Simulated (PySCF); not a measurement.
## Working out the ionisation energy of Sn⁺

Sn⁺ [Kr] 4d10 5s2 5p1 (2P) → Sn²⁺ [Kr] 4d10 5s2 (1S). Calculation: PySCF 2.14, in ANO-RCC-VTZP (7s6p4d2f1g, 68 functions); the spin-free X2C one-electron Hamiltonian (Gaussian nucleus). Frozen: [Ar] 3d10. Energies in hartree (1 hartree = 27.21139 eV):

```csv
part,Sn⁺ (lower),Sn²⁺ (upper)
UHF,-6173.299759,-6172.794255
CCSD correlation,-0.610033,-0.596340
(T),-0.014140,-0.013511
```

Question: What does Hartree-Fock give?

Answer: (-6172.794255) − (-6173.299759) = 0.505504 hartree = 13.755 eV.

Question: What do CCSD and CCSD(T) give?

Answer: The CCSD correlation energies differ by 0.013693 hartree = 0.373 eV and the triples by 0.000629 hartree = 0.017 eV, so CCSD gives 14.128 eV and CCSD(T) 14.145 eV.

Measured between the centres of the two terms (NIST): 14.282 eV, so CCSD(T) (valence and next inner shell) is off by -0.137 eV.

What remains against the reference includes basis incompleteness, the frozen core and higher excitations.
